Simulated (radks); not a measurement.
Problem. The xenon ion Xe9+, 45 electrons, occupied as [Kr] 4d(3/2: 4, 5/2: 5) (the NIST ground configuration). All-electron calculation, Dirac Kohn-Sham, relativistic LDA (MacDonald-Vosko exchange, VWN5 correlation), spin-unpolarised, spherical densities, finite nucleus; Fermi nuclear charge, rms radius 4.7859 fm. Program: a radial shooting solver on a logarithmic mesh with Libxc functionals.

Spin-orbit splittings of the eigenvalues, e(l+1/2) - e(l-1/2), with zeta = 2 splitting/(2l+1) and mean radii in bohr:

shell  occ.  splitting (eV)  zeta (eV)  <r> j=l-1/2  <r> j=l+1/2
2p        6           321.5      214.4      0.09642       0.1022
3p        6               ?          ?       0.2967       0.3083
3d       10           13.01      5.205       0.2787       0.2824
4p        6           12.78      8.517       0.7344       0.7602
4d        9           2.193     0.8770       0.8291       0.8377

Estimate the 3p splitting.

Solution. 61.20 eV (zeta = 40.80 eV).
